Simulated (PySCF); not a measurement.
## Gas-phase XPS of `CC(C)[O][GeH]1[CH2]C=C[CH2]1`, computed

Species: C7H14GeO.
Bonds: C1–C2, C2–C3, C2–O4, O4–Ge5, Ge5–C6, C6–C7, C7–C8 (double), C8–C9, Ge5–C9. Hydrogens: H10, H11, H12 on C1; H13 on C2; H14, H15, H16 on C3; H17 on Ge5; H18, H19 on C6; H20 on C7; H21 on C8; H22, H23 on C9.

Level of theory: PySCF 2.14.0, delta-SCF UKS SCAN, pcX-2 on the ionised atom, pcseg-1 elsewhere, spin-free X2C. Vertical ΔSCF values, vacuum level as zero.

Task: Give the core binding energies atom by atom.

Result: 
| atom(s) | environment | level | binding energy (eV) | above the level's lowest (eV) | count |
| --- | --- | --- | --- | --- | --- |
| O4 | oxygen bonded to C and Ge | O 1s | 536.83 | 0.00 | 1 |
| C2 | sp3 carbon bound to oxygen | C 1s | 291.76 | +1.65 | 1 |
| C1/C3 | methyl carbon | C 1s | 290.27 | +0.16 | 2 |
| C7/C8 | alkene CH carbon | C 1s | 290.13 | +0.02 | 2 |
| C6/C9 | sp3 carbon bound to germanium | C 1s | 290.11 | 0.00 | 2 |

Lowest listed C 1s: C6/C9, bonded to C, 2 H and Ge. Highest, 1.65 eV above it: C2, bonded to O, 2 C and H. Summing the Pauling electronegativity differences to the bonded atoms, each weighted by its formal bond order, gives -1.24 for the lowest site and +0.54 for the highest; no listed site has a larger sum than the highest. The values 290.11 and 290.13 eV lie too close for their order to be trusted.

Task: Which effective nuclear charge Zeff reproduces each element's mean 1s value in the hydrogen-like formula E = 13.606 eV × Zeff²?

Result: C (Z = 6): mean 290.4 eV, Zeff = 4.62, Z − Zeff = 1.38; O (Z = 8): mean 536.8 eV, Zeff = 6.28, Z − Zeff = 1.72. Means run over the listed sites, weighted by atom count.

One atom of each set of topologically equivalent atoms was ionised and stands for the set; in this conformer not all members are related by symmetry, and their own values weren't computed. No level of germanium is listed. Isolated species at its PBE0-D3(BJ)/def2-SVP geometry (one conformer only).
